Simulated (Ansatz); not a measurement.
One change: `[NH2][Zr]([NH2])([F])[I]` becomes `[NH2][Zr]([NH2])([NH2])[F]`.

Ansatz, PBE0-D4/def2-TZVP geometries, multiplicity 1. Each molecule was computed in one conformer, which needn't be the lowest.

Elements past krypton have def2 core potentials.

```
                                      property  `[NH2][Zr]([NH2])([F])[I]`
size of the dipole moment (PBE/def2-TZVPP) / D                        3.48
       HOMO–LUMO gap (ωB97M-V/def2-TZVPP) / eV                        9.92
            HOMO energy (PBE0/def2-TZVPP) / eV                       -7.26
           HOMO–LUMO gap (PBE/def2-TZVPP) / eV                        4.05
         HOMO energy (ωB97M-V/def2-TZVPP) / eV                       -9.37
           LUMO energy (B3LYP/def2-TZVPP) / eV                       -1.41
```

(1) What does the change do to each property? (Estimate.)

Results:

(1) Ansatz gave: 
```json
{"property": "size of the dipole moment (PBE/def2-TZVPP) / D", "`[NH2][Zr]([NH2])([NH2])[F]`": "1.95", "shift": "-1.53"}
{"property": "HOMO–LUMO gap (ωB97M-V/def2-TZVPP) / eV", "`[NH2][Zr]([NH2])([NH2])[F]`": "10.21", "shift": "0.29"}
{"property": "HOMO energy (PBE0/def2-TZVPP) / eV", "`[NH2][Zr]([NH2])([NH2])[F]`": "-7.08", "shift": "0.18"}
{"property": "HOMO–LUMO gap (PBE/def2-TZVPP) / eV", "`[NH2][Zr]([NH2])([NH2])[F]`": "4.78", "shift": "0.73"}
{"property": "HOMO energy (ωB97M-V/def2-TZVPP) / eV", "`[NH2][Zr]([NH2])([NH2])[F]`": "-9.44", "shift": "-0.07"}
{"property": "LUMO energy (B3LYP/def2-TZVPP) / eV", "`[NH2][Zr]([NH2])([NH2])[F]`": "-0.48", "shift": "0.93"}
```

With PBE0 the HOMO rises by 0.18 eV and the LUMO rises by 0.99 eV, so the gap widens by about 0.81 eV. PBE moves the HOMO by 0.38 eV and ωB97M-V by -0.07 eV. Dipoles are sizes alone; their direction can turn.

B3LYP here is the variant with VWN-RPA as its local correlation; programs differ in this.

Spin–orbit coupling is left out; it splits and shifts lone-pair levels of the heavy atoms by tenths of an eV.
